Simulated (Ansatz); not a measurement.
Program: Ansatz. Geometries: PBE0-D4/def2-TZVP. ΔE: electronic, gas phase. CBS: MP2 limit from def2 TZ/QZ plus the TZ coupled-cluster correction, frozen cores. DFT in def2-TZVPP. def2 core potentials past Kr. For Cd, Ga outer-core shells are correlated without core-valence functions, which leaves a few kJ/mol of doubt a bond. Scalar relativity is left out up to krypton. One conformer a species, not always the lowest.

Consider the redistribution: `[OH][Ga]([F])[SH]` + `[CH3][Cd][SH]` → `[OH][Ga]([SH])[SH]` + `[CH3][Cd][F]`.

```json
{"level": "PBE-D4", "ΔE (kJ/mol)": "27.8"}
{"level": "CCSD/def2-TZVPP", "ΔE (kJ/mol)": "41.9"}
{"level": "CCSD(T)/def2-TZVPP", "ΔE (kJ/mol)": "40.8"}
{"level": "HF/CBS(def2)", "ΔE (kJ/mol)": "48.4"}
```

Q: What does CCSD(T)/CBS give? (Best estimate.)

A: Computed: +34.7 kJ/mol. The listed levels differ from it by -6.9, 7.2, 6.1, 13.7 kJ/mol.

Largest T1 diagnostic among the species: 0.014.

In def2-TZVPP, CCSD(T) changes the Hartree–Fock value by −8.7 kJ/mol (the triples alone add −1.1 kJ/mol) and MP2 by −4.9 kJ/mol. From PBE to PBE0 (25 % exact exchange), in def2-TZVPP and without D4, ΔE moves by +6.6 kJ/mol.
